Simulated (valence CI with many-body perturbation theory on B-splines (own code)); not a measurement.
The numbers below are computed, except where a source is named.
## Run record, Ho LXI

The program does CI of the valence electrons with many-body perturbation theory for a frozen closed Dirac-Fock core.

Command, and the settings that its task file holds:

```sh
python run_cv.py task.json out
```

```
atom Ho  Z=67  mass_number=165  rms_radius_fm=5.2022
core [He]
valence 2s2 3p3
avg = 1
basis = S
breit = 1
cap = 10000
capref = 1200
cscale = 1
de = 0.0
dress = 0
eps = 2e-08
extrap = 1
h = 0.27
hh = 1
l2 = 3
lcore = 6
maxit = 60
n2 = 5
natural = 1
nlev = 20
nno = [3, 3, 3, 2, 1]
nroot = 26
nsp = [3, 3, 2, 1, 0]
pt2 = 1
qed = 1
rpa = 1
s1 = 1
s2 = 1
s3 = 1
screen = 1
tol = 2e-05
whole = 1
```

Question: What became of the run, and why?

Answer: It gave no result: the start configuration must fill the lowest shells above the core. The program said: "3p is not the lowest shell of its kind above the core".
